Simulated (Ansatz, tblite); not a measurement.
Isomers of Sn$_{3}$F$_{2}$ (singlet), found by a short tight-binding search and relaxed with PBE-D4/def2-SVP in Ansatz.

In the def2 sets Sn takes a core potential; there is no spin–orbit coupling. The xTB rows come from tblite. Correlated methods freeze 14 core orbitals; core or outer-core shells of Sn are correlated, in sets that lack core-valence functions.

Run but left out: HF/def2-SVP, HF/def2-TZVP (A: restricted singlet, unstable towards broken spin symmetry); BHLYP-D4/def2-TZVP (A: restricted singlet, unstable in another Hartree–Fock run and untested here).

A: The restricted singlet is unstable towards broken spin symmetry in Hartree–Fock (as tested in another run); at PBE-D4/def2-SVP, PBE-D4/def2-TZVP, revPBE-D4/def2-TZVP, r2SCAN-D4/def2-TZVP and others this wasn't settled. At CCSD(T)/def2-SVP, MP2/def2-TZVP the restricted singlet (for correlated methods, its reference) is unstable: a solution with broken spin symmetry lies lower. B: The restricted singlet is unstable towards broken spin symmetry in Hartree–Fock (as tested in another run); at PBE-D4/def2-SVP, PBE-D4/def2-TZVP, revPBE-D4/def2-TZVP, r2SCAN-D4/def2-TZVP and others this wasn't settled. At CCSD(T)/def2-SVP, MP2/def2-TZVP the restricted singlet (for correlated methods, its reference) is unstable: a solution with broken spin symmetry lies lower.

Other spin states weren't relaxed.

A:

Cartesian coordinates in Å:
```
Sn 0.8980 1.6978 0.3965
Sn -1.1307 0.6960 -1.4441
Sn 0.1122 -1.1567 0.5055
F -1.5076 -1.3937 -1.1513
F 1.6280 0.1567 1.6934
```

B:

```xyz
5

Sn    1.461    0.744   -1.181
Sn   -0.025    1.657    1.157
Sn   -1.304   -0.637   -0.581
F    -0.827   -0.415    1.498
F     0.694   -1.349   -0.893
```

**Question.** Estimate their order by electronic energy at PBE0-D4/def2-TZVP, counted from the lowest.

**Answer.** B (0.0) < A (12.8), in kJ/mol.

**Question.** Do the other levels pick the same lowest one?

**Answer.** Not MP2/def2-TZVP. Energies above each level's lowest (kJ/mol):

```tsv
level	A	B
GFN1-xTB	7.8	0.0
GFN2-xTB	23.4	0.0
PBE-D4/def2-SVP	13.6	0.0
PBE-D4/def2-TZVP	1.6	0.0
revPBE-D4/def2-TZVP	5.7	0.0
r2SCAN-D4/def2-TZVP	8.9	0.0
PBE0-D4/def2-SVP	25.2	0.0
PBE0-D4/def2-TZVP	12.8	0.0
ωB97M-V/def2-TZVP	25.5	0.0
MP2/def2-SVP	16.7	0.0
MP2/def2-TZVP	0.0	3.6
CCSD/def2-SVP	36.7	0.0
CCSD(T)/def2-SVP	25.9	0.0
```
Point groups (tolerance 0.1 Å): A C2v, B Cs. A and B have the same bonds, so they are conformers or stereoisomers. Lower isomers may exist. From def2-SVP to def2-TZVP the PBE0 values move by up to 12.4 kJ/mol, so results in the small set are rough.
